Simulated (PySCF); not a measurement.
Compound: C5H4F4O2.
Cartesian coordinates in Å at the PBE0-D3(BJ)/def2-SVP level; atoms count from 1:
```
atom  x, y, z in Å
O1     2.605   -1.346   -0.672
C2     1.938   -0.384   -0.507
O3     2.329    0.866   -0.119
C4     0.982    1.328   -0.044
F5     0.778    2.352   -0.885
C6     0.460   -0.024   -0.536
C7    -0.458   -0.858    0.327
C8    -1.876   -0.349    0.313
F9    -1.941    0.911    0.765
F10   -2.383   -0.353   -0.923
F11   -2.665   -1.096    1.081
H12    0.724    1.644    0.978
H13    0.081    0.065   -1.566
H14   -0.119   -0.880    1.374
H15   -0.467   -1.896   -0.036
```

Computed with PySCF at wB97X-D/def2-SVPD, non-relativistic, on one gas-phase PBE0-D3(BJ)/def2-SVP geometry that isn't relaxed in the solvent. The solvent is an IEF-PCM continuum (Bondi radii, 1.10 Å for H, scaled by 1.2), and excitations are vertical TDDFT with non-equilibrium linear response and a frozen core. Only the electrostatic response of the medium enters.

Gas-phase singlets (H = HOMO, L = LUMO):

```csv
state,E (eV),λ (nm),f,leading configuration
S1,5.953,208,0.001,H→L 94%
S2,8.240,150,0.054,H-1→L 78%
S3,8.658,143,0.042,H→L+1 47%
S4,8.719,142,0.075,H-2→L 45%
S5,9.206,135,0.014,H-3→L 68%
```

Q: Give the list for chloroform (ε = 4.711), n² = 2.09.

A: 
```
state  E (eV)  λ (nm)      f  leading configuration  change by rank (eV)
   S1   6.057     205  0.001                H→L 95%               +0.104
   S2   8.130     152  0.064              H-1→L 85%               -0.110
   S3   8.648     143  0.096              H-2→L 71%               -0.010
   S4   8.785     141  0.086              H→L+1 65%               +0.066
   S5   9.178     135  0.024              H-3→L 67%               -0.028
```

Q: The ground-state energy changes by -0.275 eV from gas to chloroform. By how much does the total energy of gas-phase S1 change?

A: E(S1) = E(S0) + excitation energy, so it changes by -0.275 + 0.104 = -0.171 eV: it is lowered less than the ground state, which is what a blue shift means. This is the vertical state, with the slow part of the continuum still set for S0.

Q: How do the frontier levels move from gas to chloroform?

A: 
| orbital | gas (eV) | solvent (eV) | change (eV) | Löwdin shares, gas | Löwdin shares, solvent |
| --- | --- | --- | --- | --- | --- |
| LUMO+2 | 2.54 | 2.73 | +0.19 | H12 15 %, H13 12 %, O3 10 %, O1 10 % | C8 13 %, O1 12 %, F9 12 %, F11 11 % |
| LUMO+1 | 1.97 | 2.24 | +0.27 | C7 15 %, C2 14 %, H14 12 %, C8 8 % | C2 20 %, O1 11 %, O3 11 %, C7 10 % |
| LUMO | 1.14 | 1.31 | +0.17 | C2 35 %, O1 28 %, O3 15 %, C6 9 % | C2 37 %, O1 28 %, O3 15 %, C6 8 % |
| HOMO | -10.87 | -10.80 | +0.07 | O1 56 %, O3 12 %, C6 12 %, C2 11 % | O1 53 %, C6 13 %, O3 12 %, C2 12 % |
| HOMO-1 | -11.89 | -11.71 | +0.18 | O3 36 %, O1 25 %, C4 10 %, F5 8 % | O3 32 %, O1 19 %, C4 13 %, F5 10 % |
| HOMO-2 | -12.57 | -12.35 | +0.22 | O3 27 %, C6 14 %, F5 14 %, C4 14 % | O3 30 %, O1 15 %, C6 12 %, C4 11 % |
| HOMO-3 | -13.21 | -12.98 | +0.23 | F5 19 %, O1 13 %, O3 12 %, C7 9 % | F5 16 %, O1 13 %, C7 12 %, O3 11 % |

The HOMO–LUMO gap goes from 12.02 to 12.11 eV. Rows go by rank; for HOMO-2, LUMO+1 and LUMO+2 the atom shares or the degeneracy differ between the runs, so the row needn't follow one orbital.

Note: wB97X-D ran without an empirical dispersion term, which enters the total energy and its gradient alone.
